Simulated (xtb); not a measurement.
I2Sn, charge +1, doublet, geometry from GFN2-xTB (such geometries of metal compounds can be far from the true shape) (a state made from the parent by changing its charge; the spin is typed, not shown lowest). Base run: GFN2-xTB (xtb).

Input for xtb:
```
$ xtb mol.xyz --gfn 2 --chrg 1 --uhf 1 --json

# file mol.xyz
3

Sn    -0.00242820    -0.00227352     1.36744649
I      0.99109659    -1.68231466    -0.64606286
I     -0.98880584     1.68445949    -0.64398100
```

The base run was repeated with changes; each row names its change, and settings that it needs were set with it.

| change | ΔE vs base (kcal/mol) | G_solv (kcal/mol) | SCF cycles |
|---|---|---|---|
| base | 0.000 | - | 24 |
| acc = 30 | 0.000 | - | 20 |
| etemp = 3000 | -8.94 | - | 19 |
| etemp = 1000 | -1.27 | - | 21 |
| acc = 1000 | 0.001 | - | 15 |
| alpb = methanol | -42.38 | -42.43 | 28 |
| acc = 0.0001 | 0.000 | - | 30 |
| alpb = toluene | -41.55 | -41.56 | 22 |
| alpb = cs2 | -38.78 | -38.87 | 21 |

ALPB and GBSA are two models with their own fitted parameters for each solvent, which aren't always the measured dielectric constant.
